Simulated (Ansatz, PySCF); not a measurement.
C$_{2}$H$_{7}$BeNSe, singlet, geometry from GFN2-xTB (such geometries of metal compounds can be far from the true shape). Base run: CASSCF(6,6)/STO-3G in PySCF.

PySCF was given this input:
```python
from pyscf import gto, scf, mcscf
import numpy

mol = gto.M(
    atom='''
Be    0.045555    0.250161   -0.095408
N     0.110644    1.638268   -0.661701
C     0.369906    1.957237   -2.052914
C    -0.054427    2.857942    0.106139
H    -0.460914    2.533047   -2.473911
H     1.283564    2.554056   -2.144558
H     0.489340    1.043115   -2.627655
H     0.852024    3.470058    0.051162
H    -0.890918    3.445790   -0.286002
H    -0.252509    2.617793    1.146957
Se   -0.147902   -1.618544    0.646150
H     1.158465   -1.992956    1.059094
''',
    basis='sto-3g',
    charge=0,
    spin=0,
    verbose=4,
)

mf = scf.RHF(mol)
mf.kernel()
mc = mcscf.CASSCF(mf, 6, 6)
mc.fix_spin_(ss=0.0)
mc.kernel()
occ = numpy.linalg.eigvalsh(mc.fcisolver.make_rdm1(mc.ci, mc.ncas, mc.nelecas))[::-1]
ss = mc.fcisolver.spin_square(mc.ci, mc.ncas, mc.nelecas)[0]
print('natural occupations', occ.round(4), ' <S^2>', round(ss, 4))
```

Programs used: Ansatz (a quantum-chemistry and plane-wave program), PySCF; a row that names a program was run with it.

Each row names what was changed in the base input (with any setting that the change needs).

| change | ΔE vs base (mEh) | natural occupations | <S^2> of the state |
|---|---|---|---|
| base | 0.000 | 1.99 1.98 1.98 0.03 0.02 0.01 | 0.00 |
| conv_tol = 1e-5 | 0.000 | 1.99 1.98 1.97 0.03 0.02 0.01 | 0.00 |
| orbitals = fixed (CASCI); correction = SC-NEVPT2 | -183.4 | 1.99 1.99 1.99 0.02 0.01 0.01 | 0.00 |
| start = MP2 natural orbitals | -27.510 | 1.98 1.98 1.97 0.03 0.02 0.02 | 0.00 |
| active space = 8 electrons, 6 orbitals | -6.431 | 2.00 2.00 1.98 1.96 0.04 0.02 | 0.00 |
| solver = newton | 0.000 | 1.99 1.98 1.98 0.03 0.02 0.01 | 0.00 |
| code = ansatz | -27.461 | - | - |
| code = ansatz; correction = SC-NEVPT2, all electrons | -184.6 | - | - |
| active space = 4 electrons, 4 orbitals | -4.926 | 1.98 1.96 0.04 0.02 | 0.00 |
| fix_spin_ = off | 0.000 | 1.99 1.98 1.98 0.03 0.02 0.01 | 0.00 |
| active space = 8 electrons, 9 orbitals | -24.448 | 1.99 1.98 1.98 1.96 0.04 0.03 0.02 0.01 0.00 | 0.00 |

Active orbitals are taken around the Fermi level unless the row says otherwise; CASSCF can end in different local minima, and two programs can end on different orbitals. State-averaged rows give the lowest state.
